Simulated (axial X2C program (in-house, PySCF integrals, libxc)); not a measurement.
Pm: configurations by level of theory

Computed with an in-house all-electron X2C program for linear molecules (integrals from PySCF), basis dyall-v3z (cores contracted in-house), spin-free (one-electron X2C) and two-component (2c, atomic mean-field Coulomb and Gaunt terms). Energies in eV from the lowest row of each column (rows without correlated energies are left out; n/a marks j-coupled starts, which PBE0 does not hold); electrons by l are Mulliken totals of the Hartree–Fock solution, and PBE0 can relax to another configuration under the same block occupation. Coupled cluster uses truncated natural virtuals with an MP2 remainder. Frozen shells in the correlated columns: 4 s, 3 p, 2 d.

The low spin-free determinants:

| electrons by l | M_S, M_L | HF | MP2 | PBE0 |
| --- | --- | --- | --- | --- |
| s12 p24 d20 f5 | 5/2, 5 | 0.00 | 0.00 | 0.29 |
| s12 p24 d20 f5 | 5/2, 4 | 0.06 | 0.03 | 0.02 |
| s12 p24 d20 f5 | 5/2, 2 | 0.20 | 0.14 | 0.01 |
| s12 p24 d20 f5 | 5/2, 3 | 0.30 | 0.21 | 0.00 |
| s12 p24 d20 f5 | 5/2, 0 | 0.31 | 0.24 | 0.15 |
| s12 p24 d20 f5 | 5/2, 2 | 0.56 | 0.42 | 0.14 |
| s12 p24 d20 f5 | 5/2, 3 | 0.55 | 0.42 | 0.24 |
| s12 p24 d20 f5 | 5/2, 1 | 1.23 | 0.95 | 0.58 |

And the two-component ones:

```tsv
electrons by l	2M_J	HF	MP2	PBE0
s12 p24 d20 f5	5	0.00	0.00	0.20
s12 p24 d20 f5	3	0.12	0.09	0.00
s12 p24 d20 f5	1	0.37	0.32	0.11
s12 p24 d20 f5	1	0.41	0.32	0.04
s12 p24 d20 f5	5	0.60	0.53	0.38
s12 p24 d20 f5	13	0.58	0.54	0.48
s12 p24 d20 f5	9	0.60	0.54	0.36
s12 p24 d20 f5	11	0.76	0.67	0.40
```

Ground level as tabulated from the NIST Atomic Spectra Database (leading term): 2S+1 = 6, L = 5, J = 5/2.

Spin-free rows of one term, and 2c rows of one J level, should be degenerate; broken spherical symmetry, the missing current term of PBE0 and determinants that mix terms or J levels spread them. The search is wide but not exhaustive and can miss a configuration; gaps between s and d configurations can be off by some tenths of an eV with this basis and core.

The run took 2.2 min on 1 thread of Arm Neoverse V1, with other jobs on the host.
